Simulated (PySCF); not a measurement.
# Radial density of Ga (gallium, neutral)

UHF, [Ar] 3d10 4s2 5s1, 2S determinant (an excited configuration). All numbers are calculated (PySCF 2.14, the non-relativistic Hamiltonian (point nucleus), in dyall-av2z (16s12p8d, 92 functions)).

| r (bohr) | 4πr²ρ (e/bohr) | 4πr²(ρα − ρβ) |
| --- | --- | --- |
| 0.000805 | 0.1579 | 0.0000 |
| 0.00135 | 0.4322 | 0.0000 |
| 0.00228 | 1.154 | 0.0001 |
| 0.00383 | 2.968 | 0.0001 |
| 0.00644 | 7.139 | 0.0004 |
| 0.0108 | 15.41 | 0.0007 |
| 0.0182 | 27.69 | 0.0012 |
| 0.0307 | 37.14 | 0.0013 |
| 0.0516 | 33.89 | 0.0002 |
| 0.0868 | 31.41 | 0.0006 |
| 0.146 | 43.34 | 0.0036 |
| 0.245 | 29.75 | -0.0015 |
| 0.413 | 23.00 | 0.0045 |
| 0.694 | 23.30 | -0.0008 |
| 1.17 | 6.592 | 0.0219 |
| 1.96 | 1.596 | 0.0392 |
| 3.30 | 0.3908 | 0.0010 |
| 5.56 | 0.2138 | 0.1969 |
| 9.35 | 0.07474 | 0.0747 |
| 15.7 | 0.0001202 | 0.0001 |

The outer electron is Rydberg-like, and this basis confines it to a smaller radius and binds it less than a complete one would.
